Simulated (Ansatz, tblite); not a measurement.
(BeSe)n off: gap (eV) at several levels, gas phase, relaxed structures; Ansatz, xTB through tblite. Clusters are the lowest isomers that short searches found in that spin, judged at the geometry's level. Singlets are spin-restricted. A dash marks a value that wasn't run or was left out as unsound. The structures are stationary points that may keep the symmetry of their start.

```csv
species,state,geometry,GFN2-xTB,PBE-D4/def2-SVP,PBE-D4/def2-TZVP,PBE0-D4/def2-SVP,PBE0-D4/def2-TZVPD
Be3Se2,singlet,r2SCAN-D4/def2-SVP,3.17,2.21,2.28,3.94,4.01
Be2Se3,singlet,r2SCAN-D4/def2-SVP,2.13,1.92,1.98,3.78,–
Be4Se5,singlet,PBE0-D4/def2-SVP,2.10,1.70,1.80,3.48,3.59
Be5Se4,singlet,B3LYP-D4/def2-SVP,2.68,2.94,2.98,4.67,4.70
```

Problem. Estimate the column for GFN1-xTB.

Solution. Be3Se2 2.38; Be2Se3 2.35; Be4Se5 1.34; Be5Se4 2.87.

Over the 3 species that have every level, the mean is 2.20 at GFN1-xTB, 2.65 at GFN2-xTB, 2.28 at PBE-D4/def2-SVP, 2.35 at PBE-D4/def2-TZVP, 4.03 at PBE0-D4/def2-SVP, 4.10 at PBE0-D4/def2-TZVPD. Orbital gaps grow with the share of exact exchange and aren't one observable across functionals.
